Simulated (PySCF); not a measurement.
A structure optimised at PBE0/def2-SVP (Å):
```
atom  x, y, z in Å
Cl1   -3.856    1.000    0.262
C2    -2.252    0.365    0.234
C3    -2.061   -1.023    0.203
N4    -0.836   -1.528    0.180
C5     0.174   -0.684    0.187
Br6    1.926   -1.379    0.154
C7    -0.017    0.703    0.218
N8    -1.242    1.210    0.241
H9    -2.910   -1.713    0.197
H10    0.831    1.396    0.224
```

Charge 0, singlet.

Q: Which heavy atoms are bonded, and with what formal order?

A: Cl1–C2 1.73 Å (single); C2–C3 1.40 Å (aromatic); C3–N4 1.33 Å (aromatic); N4–C5 1.32 Å (aromatic); C5–Br6 1.88 Å (single); C5–C7 1.40 Å (aromatic); C7–N8 1.33 Å (aromatic); C2–N8 1.32 Å (aromatic). Bonds to hydrogen (Å): C3–H9 1.09; C7–H10 1.09.

Q: Write the SMILES.

A: `Clc1cnc(Br)cn1`, C4H2BrClN2. Among its features: pyridine-type ring nitrogen, C–Cl bond and C–Br bond.

Q: What is the point group of this geometry?

A: Cs (every atom within 0.08 Å of its image).

Q: Which rings does it hold?

A: C2–C3–N4–C5–C7–N8 (6 members, 0.00 Å rms from planarity).

Q: Describe the place of each heavy atom.

A: Cl1: aryl chlorine; C2: aromatic C–Cl carbon; C3: aromatic CH next to a ring nitrogen; N4: pyridine-type nitrogen; C5: aromatic C–Br carbon; Br6: aryl bromine; C7: aromatic CH next to a ring nitrogen; N8: pyridine-type nitrogen.

Q: What is the arrangement about C7?

A: It has 3 neighbours (C5, N8, H10) and is planar (angles 121.4°, 120.3° and 118.3°, sum 360.0°, 0.00 Å off the plane of its three neighbours).

Q: What is the arrangement about C3?

A: It has 3 neighbours (C2, N4, H9) and is planar (angles 121.2°, 120.3° and 118.5°, sum 360.0°, 0.00 Å off the plane of its three neighbours).

These are computed values.
